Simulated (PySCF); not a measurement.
Molfile (atoms numbered from 1):
```
C4H7BSi
     RDKit          3D

 13 13  0  0  0  0  0  0  0  0999 V2000
    2.1782    0.1117   -0.1201 B   0  0  0  0  0  0  0  0  0  0  0  0
    0.6369   -0.0163   -0.1134 C   0  0  0  0  0  0  0  0  0  0  0  0
    0.0213   -1.2360   -0.1255 C   0  0  0  0  0  0  0  0  0  0  0  0
   -1.8416   -0.9559   -0.1230 Si  0  0  0  0  0  4  0  0  0  0  0  0
   -1.6259    0.8995   -0.1003 C   0  0  0  0  0  0  0  0  0  0  0  0
   -0.2995    1.1451   -0.0986 C   0  0  0  0  0  0  0  0  0  0  0  0
    2.7197    1.1943   -0.1145 H   0  0  0  0  0  0  0  0  0  0  0  0
    2.8544   -0.8909   -0.1308 H   0  0  0  0  0  0  0  0  0  0  0  0
    0.6015   -2.1622   -0.1374 H   0  0  0  0  0  0  0  0  0  0  0  0
   -2.5197   -1.5282    1.0805 H   0  0  0  0  0  0  0  0  0  0  0  0
   -2.5128   -1.4973   -1.3449 H   0  0  0  0  0  0  0  0  0  0  0  0
   -2.3685    1.6999   -0.0896 H   0  0  0  0  0  0  0  0  0  0  0  0
    0.1198    2.1581   -0.0869 H   0  0  0  0  0  0  0  0  0  0  0  0
  1  2  1  0
  2  3  2  0
  3  4  1  0
  4  5  1  0
  5  6  2  0
  6  2  1  0
  1  7  1  0
  1  8  1  0
  3  9  1  0
  4 10  1  0
  4 11  1  0
  5 12  1  0
  6 13  1  0
M  END
```

Theory: NMR shieldings at B3LYP/pcSseg-2/GIAO, structure optimised with PBE0-D3(BJ)/def2-SVP, in PySCF 2.14 (rapidly exchanging positions averaged, no solvent, non-relativistic, a single conformation).

References, each an isolated molecule treated in the same way: $^{13}$C and $^{1}$H and $^{29}$Si vs TMS; BF3·OEt2 for $^{11}$B.

```csv
atoms,nucleus,count,δ (ppm)
H7/H8,$^{1}$H,2,6.67
B1,$^{11}$B,1,73.3
Si4,$^{29}$Si,1,?
H10/H11,$^{1}$H,2,4.67
C5,$^{13}$C,1,134.9
H9,$^{1}$H,1,8.00
C6,$^{13}$C,1,170.0
H13,$^{1}$H,1,7.97
C3,$^{13}$C,1,?
H12,$^{1}$H,1,6.25
C2,$^{13}$C,1,?
```

Task: Fill in the missing shifts.

Result: 
- C3: 186.3 ppm, alkene CH
- C2: 183.9 ppm, fully substituted alkene carbon
- Si4: -45.0 ppm, silicon bonded to 2 C, 2 H, in a 5-membered ring

Hydrogens on boron are broadened and split by $^{11}$B (spin 3/2, 80 %) and 10B (spin 3). A carbon bonded to boron is broadened by the quadrupolar boron nucleus and is often missing from a measured spectrum. Shifts are as computed. Against solution values, carbons near 30 ppm lie about +3 ppm off and those near 130 ppm about +8 ppm. Of 1313 compounds with measured shifts, 239 miss one by over three times the rms of a fit or turn the order of signals round; such compounds aren't used in these exercises.
